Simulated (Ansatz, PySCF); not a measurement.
System: C₄H₅S, net charge 0, doublet state. It need not be the lowest isomer of its formula. 
Geometry from a B3LYP-D3(BJ)/def2-TZVP (Ansatz, a program for electronic structure) optimisation:
```xyz
10

C     -1.4092     0.0065    -0.0855
C     -0.7269    -1.2904    -0.0767
C      0.5733    -1.4364    -0.0013
C      1.3213    -0.1259     0.0772
S      0.0303     1.1969     0.0320
H     -1.9639     0.1946    -1.0050
H     -2.0717     0.1500     0.7683
H      1.1038    -2.3796     0.0072
H      1.8944    -0.0412     1.0019
H      2.0019     0.0033    -0.7660
```
Charge 0, spin multiplicity 2.

Total electronic energies in hartree. Correlated levels leave the core frozen unless marked. UHF or UKS for open shells. No spin-orbit coupling. No relativistic terms. Basis-set limits of correlation are two-point, X^-3; Hartree-Fock from the larger set. The bracket is a focal-point correction in the basis named.

The UHF reference is spin-contaminated (<S^2> 0.18 over the pure value in the largest basis). 

| level | program | energy (Eh) |
|---|---|---|
| HF/6-31G | Ansatz | -551.71682 |
| HF/6-31G* | Ansatz | -551.80992 |
| HF/cc-pV(D+d)Z | Ansatz | -551.84303 |
| HF/cc-pV(Q+d)Z | Ansatz | -551.91217 |
| BLYP-D3(BJ)/def2-TZVPD | Ansatz + dftd3 | -553.53323 |
| BHLYP-D3(BJ)/def2-TZVPD | Ansatz + dftd3 | -553.50092 |
| BHLYP/def2-TZVPD | Ansatz | -553.48810 |
| TPSSh-D4/def2-TZVPD | PySCF + dftd4 | -553.63495 |
| r2SCANh-D4/def2-TZVPD | Ansatz + dftd4 | -553.46488 |
| r2SCAN0/def2-TZVPD | Ansatz | -553.45128 |
| B2GP-PLYP/def2-TZVPD | Ansatz | -553.23531 |
| B2PLYP-D3(BJ)/def2-TZVPD | Ansatz + dftd3 | -553.32138 |
| B2PLYP/def2-TZVPD | Ansatz | -553.31383 |
| MP2/STO-3G | Ansatz | -545.83472 |
| MP2/6-31G | Ansatz | -552.08721 |
| MP2/6-31G* | Ansatz | -552.40237 |
| MP2/cc-pV(T+d)Z | Ansatz | -552.67879 |
| SCS-MP2/6-31G* | Ansatz | -552.38917 |
| CCSD/STO-3G | Ansatz | -545.91395 |
| CCSD/6-31G | Ansatz | -552.14511 |
| CCSD(T)/cc-pV(D+d)Z | Ansatz | -552.55897 |
| CCSD(T)/cc-pV(T+d)Z | Ansatz | -552.77352 |
| RI-MP2/CBS(cc-pV(T+d)Z,cc-pV(Q+d)Z)+[CCSD(T)-MP2]/cc-pV(T+d)Z | Ansatz | -552.8803 |

Totals of different functionals don't rank their quality; only differences between species are comparable.
